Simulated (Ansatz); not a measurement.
H₄OSiZn, SMILES `[SiH3][O][ZnH]`. Total charge 0; spin multiplicity 1. Geometry: relaxed with PBE0-D4/def2-TZVP.

```xyz
7

Si   -0.387    0.981   -0.459
O    -0.086   -0.241    0.557
Zn    0.660   -1.790    0.947
H     0.869    1.518   -1.061
H    -1.062    2.091    0.268
H    -1.273    0.553   -1.580
H     1.278   -3.112    1.329
```

(1) What is the dipole moment at B3LYP/def2-TZVPP? (Best estimate.)

(2) And with PBE, r2SCAN, ωB97M-V? (An estimate is asked.)

(3) Give the Mulliken charges with B3LYP, PBE, r2SCAN in def2-TZVPP. (Best estimate.)

Results:

(1) Computed: 1.73 D, with components (0.71, -1.51, 0.44) D in this frame, pointing from negative to positive charge.

(2) Computed: PBE 1.68 D, r2SCAN 1.73 D, ωB97M-V 1.75 D.

(3) Computed: 
```
atom  B3LYP    PBE  r2SCAN
 Si1   0.44   0.36    0.48
  O2  -0.45  -0.35   -0.49
 Zn3   0.38   0.29    0.41
  H4  -0.10  -0.08   -0.10
  H5  -0.09  -0.08   -0.10
  H6  -0.10  -0.08   -0.10
  H7  -0.08  -0.05   -0.08
```

B3LYP here is the variant with VWN-RPA as its local correlation; programs differ in this.
